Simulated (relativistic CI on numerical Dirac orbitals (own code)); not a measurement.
Crystal-field levels of W3+, 5d3

Calculated by Dirac-Coulomb-Breit CI, KLI orbitals optimised for each configuration, model QED, valence Slater integrals scaled by 0.65, one configuration in a parametric crystal field (own radial code).

Field parameters in Wybourne normalisation: Oh B⁴₀ = 21Dq, B⁴₄ = √(5/14) B⁴₀. The field is a parameter set, without covalency.

S and J are read from ⟨S²⟩ = S(S + 1) and ⟨J²⟩ = J(J + 1) of each level; they are not fictitious spins.

Oh, 10Dq = 7000 cm⁻¹, the lowest 16 levels:

| E (cm⁻¹) | Degeneracy | Irrep | S | J |
| --- | --- | --- | --- | --- |
| 0.0 | 4 | Γ8 | 1.44 | 2.53 |
| 5794 | 4 | Γ8 | 1.29 | 2.93 |
| 7368 | 2 | Γ7 | 1.47 | 2.83 |
| 8572 | 4 | Γ8 | 1.37 | 3.39 |
| 8587 | 2 | Γ6 | 1.28 | 3.56 |
| 8960 | 4 | Γ8 | 0.94 | 3.87 |
| 10627 | 4 | Γ8 | 0.98 | 3.49 |
| 11142 | 2 | Γ7 | 1.34 | 3.21 |
| 11617 | 2 | Γ6 | 1.04 | 2.74 |
| 12956 | 2 | Γ6 | 1.10 | 3.91 |
| 13515 | 4 | Γ8 | 1.14 | 3.73 |
| 15510 | 4 | Γ8 | 1.19 | 3.53 |
| 16188 | 4 | Γ8 | 1.13 | 3.69 |
| 16530 | 2 | Γ6 | 0.91 | 3.71 |
| 17266 | 2 | Γ7 | 0.77 | 3.42 |
| 17752 | 4 | Γ8 | 0.88 | 4.06 |

Oh, 10Dq = 40650 cm⁻¹, the lowest 10 levels:

```
E (cm⁻¹)  Degeneracy  Irrep     S     J
     0.0           4     Γ8  1.48  3.33
    9609           4     Γ8  0.53  4.00
   10396           4     Γ8  0.51  3.75
   10914           2     Γ6  0.51  3.56
   17417           2     Γ7  0.52  3.72
   18236           4     Γ8  0.54  3.58
   40116           2     Γ7  1.49  3.10
   40623           4     Γ8  1.48  3.24
   41247           4     Γ8  1.47  3.27
   41756           2     Γ6  1.48  3.57
```

Oh, 10Dq = 35050 cm⁻¹, the lowest 16 levels:

```tsv
E (cm⁻¹)	Degeneracy	Irrep	S	J
0.0	4	Γ8	1.47	3.30
9533	4	Γ8	0.54	3.98
10335	4	Γ8	0.51	3.77
10909	2	Γ6	0.51	3.55
17311	2	Γ7	0.52	3.72
18098	4	Γ8	0.55	3.61
34579	2	Γ7	1.49	3.10
35104	4	Γ8	1.47	3.24
35703	4	Γ8	1.47	3.25
36225	2	Γ6	1.48	3.56
40049	2	Γ6	1.35	2.67
41204	4	Γ8	1.41	2.71
41775	2	Γ7	1.42	2.88
42200	4	Γ8	1.47	3.10
43866	2	Γ6	0.65	4.44
44855	4	Γ8	0.62	4.09
```

The free-ion ground term has S = 3/2. Every field shown keeps that spin.

Levels of this model without a field, named by their leading LS term (the scale mimics covalency, so terms lie below those of the real free ion): 4F_3/2 0, 4F_5/2 3139, 4F_7/2 5945, 4F_9/2 8044, 4P_3/2 9175, 4P_1/2 10376, 2G_7/2 13180, 2H_9/2 13608 cm⁻¹.
